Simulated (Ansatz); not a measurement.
C₄H₁₂InNS, SMILES `C[CH2][In]([SH])[N](C)C` from Hartree–Fock to CCSD(T)

Cartesian coordinates in Å:
```
C -1.865 1.349 1.790
C -0.672 1.984 1.083
In 0.855 0.570 0.532
S 3.026 0.457 1.541
N 0.507 -0.817 -0.895
C -0.738 -0.865 -1.613
C 1.420 -1.844 -1.307
H -2.625 2.099 2.032
H -2.349 0.587 1.175
H -1.576 0.871 2.729
H -0.987 2.483 0.163
H -0.202 2.743 1.711
H 3.443 -0.572 0.785
H -1.413 -0.067 -1.289
H -0.591 -0.748 -2.699
H -1.264 -1.822 -1.465
H 2.356 -1.792 -0.746
H 1.673 -1.764 -2.376
H 1.002 -2.852 -1.152
```

Total charge 0; spin multiplicity 1. Correlated methods include outer-core shells of In, which these sets cover unevenly. In: def2 effective core potential. Geometry: relaxed with PBE0-D4/def2-TZVP. It is one conformer, not always the lowest. Frozen core, restricted reference, the Gaussian-basis code of Ansatz.

```tsv
basis	HF (Eh)	MP2 corr.	CCSD corr.	(T)	CCSD(T) total
def2-SVP	?	-0.97280	-1.05949	-0.03328	?
def2-TZVPP	-799.75632	-1.39410	?	?	?
def2-QZVPP	?	-1.65765	–	–	–
```

Q: Fill in the withheld values. (Best estimate.)

A: Computed: def2-SVP HF (Eh): -799.37515; def2-SVP CCSD(T) total: -800.46792; def2-TZVPP CCSD corr.: -1.45449; def2-TZVPP (T): -0.05876; def2-TZVPP CCSD(T) total: -801.26957; def2-QZVPP HF (Eh): -799.77937.
